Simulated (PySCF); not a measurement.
# Reading the logs of faulty runs: AlB2H4N

Calculated results; nothing here was measured. The program is PySCF 2.14.0, an open-source quantum chemistry code, run on an isolated molecule that a program drew, which may never have been made. The molecule is AlB2H4N (charge 0, singlet), drawn as the SMILES string `N=B[BH][AlH2]`.

Each row is a Hartree-Fock (HF) and frozen-core CCSD(T) single point in the cc-pV(D+d)Z basis, meant for a local HF minimum. Run 1 is clean. Each other run has one planted mistake out of seven kinds, and not every kind appears here: one electron removed, one electron added, multiplicity raised by two, geometry at a saddle point, minimal basis STO-3G, one bond length entered in bohr, all coordinates scaled. The reference is restricted for singlets and unrestricted otherwise, and also for a bond in bohr. Adding or removing an electron swaps singlet and doublet. Electrons count all cores. HOMO and LUMO are orbital energies over both spins, the gradient is its largest component, and the lowest frequency (negative if imaginary) is given only where the gradient is small. Bond lengths are over the 7 bonds as drawn. T1 is the CCSD diagnostic: over 0.02 (restricted) or 0.045 (unrestricted) a single reference is doubtful.

Geometry of the clean run:
```xyz
8
AlB2H4N, angstrom
N     0.6134   -0.5821    1.7828
B    -0.3173   -0.8818    1.0327
B    -1.5939   -1.2153   -0.0228
Al   -2.4613    0.2429   -1.3400
H     1.3577   -0.3797    2.3954
H    -2.0179   -2.3413   -0.0113
H    -3.6867    1.1300   -0.8660
H    -1.8985    0.4383   -2.8092
```

| run | electrons | basis functions | <S^2> | HOMO (eV) | LUMO (eV) | gradient (hartree/bohr) | lowest frequency (cm^-1) | mean bond (Å) | longest bond (Å) | T1 | HF (hartree) | CCSD(T) (hartree) | mistake |
|---|---|---|---|---|---|---|---|---|---|---|---|---|---|
| 1 | 34 | 85 | 0.000 | -10.16 | 0.78 | 2.9e-05 | 100 | 1.4899 | 2.148 | 0.0180 | -348.03287 | -348.47290 | no fault |
| 2 | 34 | 85 | 0.700 | -9.31 | 0.36 | 2.0e-02 | - | 1.6428 | 2.274 | 0.0614 | -347.92098 | -348.36025 | one bond length entered in bohr |
| 3 | 34 | 85 | 0.000 | -10.04 | 0.62 | 6.7e-02 | - | 1.5926 | 2.296 | 0.0208 | -348.00123 | -348.45332 | ? |
| 4 | 33 | 85 | 0.816 | -15.61 | -7.85 | 5.0e-02 | - | 1.4899 | 2.148 | 0.0349 | -347.70225 | -348.12825 | ? |

**Which mistake was planted in run 3, and what did it cost?**

The mean and the longest bond both change by the same factor, 1.069, and the gradient is no longer small. So the mistake is: all coordinates scaled. Subtracting run 1 and multiplying by 627.51 kcal/mol a hartree, the energy moved by 19.9 kcal/mol in HF and 12.3 kcal/mol in CCSD(T).

**Which mistake was planted in run 4, and what did it cost?**

It counts 33 electrons, one fewer than the clean run, at the same geometry and basis. So the mistake is: one electron removed. Subtracting run 1 and multiplying by 627.51 kcal/mol a hartree, the energy moved by 207.5 kcal/mol in HF and 216.3 kcal/mol in CCSD(T).

Cautions from the logs. Run 2: T1 is over the limit, so its CCSD(T) energy is less reliable; run 3: T1 is over the limit, so its CCSD(T) energy is less reliable.
